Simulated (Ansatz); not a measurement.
Wavefunction ladder for `[CH3][Hf]([F])([F])[Cl]`

```xyz
8

C     0.4716    1.0355    0.2265
Hf   -0.4959   -0.8803   -0.2215
F    -1.9698   -0.9929    0.9641
F    -1.0611   -0.7525   -2.0257
Cl    1.1126   -2.5518    0.1339
H     0.8241    1.0658    1.2636
H    -0.2186    1.8747    0.0841
H     1.3371    1.2015   -0.4249
```

The species carries charge 0 and has multiplicity 1. Correlated methods include outer-core shells of Hf, which these sets cover unevenly. Hf: def2 effective core potential. The structure was optimised at the PBE0-D4/def2-TZVP level. Frozen core, restricted reference, the Gaussian-basis code of Ansatz.

```
     basis     HF (Eh)  MP2 corr.
  def2-SVP  -745.39033   -0.87378
def2-TZVPP  -745.86489   -1.18786
def2-QZVPP  -745.88960   -1.31645
```

Estimate the CCSD correlation energy and the (T) correction in each basis where they were run (hartree).


```
     basis  CCSD corr.       (T)
  def2-SVP    -0.89939  -0.02258
def2-TZVPP    -1.20985  -0.04500
```
